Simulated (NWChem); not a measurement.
## Atomisation of stibine (H3Sb)

SMILES: [SbH3]
```xyz
4

Sb     0.0006     0.0541     0.0000
H     -0.7203    -0.9130     1.2313
H     -0.7203    -0.9130    -1.2313
H      1.4123    -0.9348     0.0000
```
Charge 0, spin multiplicity 1.

All runs are NWChem calculations. All single points use one geometry, from B3LYP/def2-SVP with def2 effective core potentials on Sb, a minimum by its harmonic frequencies.

Basis set: def2-TZVP. The atomisation energy is electronic alone: no zero-point, thermal, spin-orbit or counterpoise terms. No value is extrapolated to the basis-set limit. Free atoms are single determinants with multiplicities Sb 4, H 2. Correlated methods freeze the same cores in atoms and molecule, 4 orbitals in all.

```tsv
method	atomisation energy (kcal/mol)
HF	127.1
LDA (SVWN5)	225.6
B3LYP	199.5
PBE	194.1
PBE0	190.6
MP2	171.5
TPSS	204.3
M06-2X	176.1
CAM-B3LYP	199.3
CCSD(T)	184.7
```

The values span 98.5 kcal/mol, from HF (lowest) to LDA (SVWN5) (highest). 

Effective core potentials replace the inner electrons of Sb; spin-orbit coupling is left out. The correlated methods keep 4 core orbitals frozen. B3LYP has NWChem's definition, with VWN1-RPA local correlation. No SCF solution was tested for a lower state. Open-shell Hartree-Fock references start from PBE0 orbitals. No row is a measurement; the coupled-cluster row has its own basis-set and correlation limits.
